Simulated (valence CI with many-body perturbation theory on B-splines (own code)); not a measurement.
## Au⁴⁸⁺: magnetic and hyperfine properties of the levels

Calculated by configuration interaction combined with many-body perturbation theory (CI+MBPT): three valence electrons over a frozen Dirac-Fock core [Ar] 3d10, radial functions for each j: 11 s, 11 p, 10 d, 8 f, 5 g, 2 h, with the one-electron correlation potential Σ1 (screened to all orders), the two-electron term Σ2, the three-electron term Σ3, Breit, model QED; selected single and double excitations, second order for the rest, scaled by the run's own slope (own B-spline code, finite nucleus).

The last digits are not significant, and no measured levels were compared; by estimate large intervals hold to a few tenths of a per cent, small ones and those within an open d or f shell to about a per cent.

A/g_I is the dipole constant over the nuclear g factor μ/I (μ in nuclear magnetons, uniformly magnetised nucleus), B/Q the quadrupole constant per barn. Both hold the static response of the core; the bare values leave it out. Large factors of s and p1/2 electrons are usually good to 5 to 10 %; those of open d and f shells near neutrality can be off by tens of per cent, and small factors of p3/2, d and f electrons come from cancelling terms and can be off by a factor of two or in sign, in half-filled shells by more. B is blank for J = 1/2, where it vanishes, and for nearly pure S terms. Energies count from the lowest level.

Levels are named by their leading jj configuration (3d3/2^4 stands for four electrons in 3d with j = 3/2), which in mixed levels can hold well under half, so a name can repeat and another be missing. Letters in brackets count levels of one name in rising energy.

```csv
Level,E (× 10³ cm⁻¹),g,A/g_I (MHz),A/g_I bare,B/Q (MHz/b),B/Q bare
(4s^2 4p1/2) J=1/2,0.00,0.658,745000,723000,,
(4s 4p1/2^2) J=1/2,886.45,2.151,2230000,2160000,,
(4s^2 4p3/2) J=3/2,1123.2,1.328,78100,75200,158000,154000
(4s 4p1/2 4p3/2) J=3/2 [a],1889.5,1.649,516000,501000,128000,124000
(4s 4p1/2 4p3/2) J=5/2,1965.0,1.351,642000,623000,119000,116000
(4s 4p1/2 4p3/2) J=3/2 [b],2070.2,0.987,20200,19500,96200,93400
(4s 4p1/2 4p3/2) J=1/2,2089.6,1.252,-822000,-797000,,
(4s^2 4d3/2) J=3/2,2567.9,0.812,28700,29100,23500,23400
(4s^2 4d5/2) J=5/2,2782.0,1.221,52200,51400,19200,19100
(4p1/2^2 4p3/2) J=3/2,2955.5,1.322,73600,71900,148000,144000
(4s 4p3/2^2) J=5/2,3075.5,1.411,490000,475000,52900,51400
(4s 4p3/2^2) J=1/2,3211.7,1.915,2270000,2200000,,
(4s 4p3/2^2) J=3/2,3242.1,1.196,-354000,-343000,-30300,-29500
(4s 4p1/2 4d3/2) J=3/2 [a],3265.5,0.502,-203000,-196000,31800,31200
(4s 4p1/2 4d3/2) J=5/2,3331.8,1.034,600000,582000,8790,9090
(4s 4p1/2 4d3/2) J=1/2,3447.2,0.400,-928000,-899000,,
(4s 4p1/2 4d3/2) J=3/2 [b],3460.4,1.289,588000,572000,20300,19900
(4s 4p1/2 4d5/2) J=5/2 [a],3574.4,1.360,216000,211000,27900,27500
(4s 4p1/2 4d5/2) J=7/2,3624.1,1.245,433000,421000,4100,4500
(4s 4p1/2 4d5/2) J=5/2 [b],3675.7,1.048,12700,13400,32400,31800
(4s 4p1/2 4d5/2) J=3/2,3687.6,1.126,-482000,-466000,4000,4230
(4p1/2 4p3/2^2) J=3/2,4062.3,1.403,-66200,-63500,22100,21500
(4p1/2 4p3/2^2) J=5/2,4067.7,1.165,208000,202000,21200,20700
(4p1/2 4p3/2^2) J=1/2,4128.0,0.659,734000,710000,,
(4s^2 4f5/2) J=5/2,4274.0,0.856,-14000,-12700,20600,19300
(4p1/2^2 4d3/2) J=3/2,4300.7,0.775,39100,38200,27900,27600
(4s^2 4f7/2) J=7/2,4346.2,1.145,29400,29300,25300,23600
(4s 4p3/2 4d3/2) J=3/2 [a],4463.5,1.315,310000,301000,-6370,-6500
(4s 4p3/2 4d3/2) J=1/2 [a],4464.1,2.292,1140000,1110000,,
(4s 4p3/2 4d3/2) J=5/2 [a],4464.9,1.255,359000,348000,42700,41300
(4s 4p3/2 4d3/2) J=7/2,4504.1,1.264,344000,334000,129000,125000
(4p1/2^2 4d5/2) J=5/2,4590.8,1.192,4810,6470,23100,22900
(4s 4p3/2 4d3/2) J=3/2 [b],4593.1,0.981,45700,44900,-87200,-84500
(4s 4p3/2 4d5/2) J=9/2,4605.9,1.328,287000,279000,192000,187000
(4s 4p3/2 4d3/2) J=1/2 [b],4663.4,0.585,338000,329000,,
(4s 4p3/2 4d3/2) J=5/2 [b],4682.7,0.949,-116000,-112000,103000,100000
(4s 4p3/2 4d5/2) J=5/2 [a],4707.9,1.351,444000,432000,-86600,-84000
(4s 4p3/2 4d5/2) J=3/2 [a],4755.1,1.162,-185000,-178000,-87100,-84600
(4s 4p3/2 4d5/2) J=7/2 [a],4765.0,1.200,73200,71600,148000,145000
(4s 4p3/2 4d5/2) J=7/2 [b],4845.1,1.216,84900,83200,78000,76300
```

Task: Take the isotope of mass number 197, with I = 3/2, μ = 0.1452 μN and Q = 0.547 b. What is the hyperfine structure of (4s 4p1/2 4p3/2) J=3/2 [b]?

Result: From the table A = 1950 MHz, B = 52600 MHz. Shifts from the centre of gravity in MHz: F = 0: 58400, F = 1: 7790, F = 2: -40900, F = 3: 17500.
